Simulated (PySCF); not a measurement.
# Working out the ionisation energy of Xe

Xe [Xe] (1S) → Xe⁺ [Kr] 4d10 5s2 5p5 (2P). Calculation: PySCF 2.14, in x2c-TZVPall; scalar relativity by spin-free X2C-1e. Frozen: [Kr] 4d10. Energies in hartree (1 hartree = 27.21139 eV):

```json
{"part": "UHF", "Xe (lower)": "-7443.465191", "Xe⁺ (upper)": "-7443.041000"}
{"part": "MP2 opposite-spin", "Xe (lower)": "-0.099572", "Xe⁺ (upper)": "-0.081075"}
{"part": "MP2 same-spin", "Xe (lower)": "-0.033038", "Xe⁺ (upper)": "-0.023627"}
```

What does Hartree-Fock give?

(-7443.041000) − (-7443.465191) = 0.424191 hartree = 11.543 eV.

What do MP2 and SCS-MP2 (6/5 opposite-spin, 1/3 same-spin) give?

The opposite-spin parts differ by 0.503 eV and the same-spin parts by 0.256 eV. MP2: 11.543 + (0.503) + (0.256) = 12.302 eV. SCS-MP2: 11.543 + 1.2 × (0.503) + (0.256)/3 = 12.232 eV.

Measured between the centres of the two terms (NIST): 12.565 eV, so MP2 (valence) is off by -0.263 eV.

What remains against the reference includes basis incompleteness, the frozen core and correlation beyond second order.
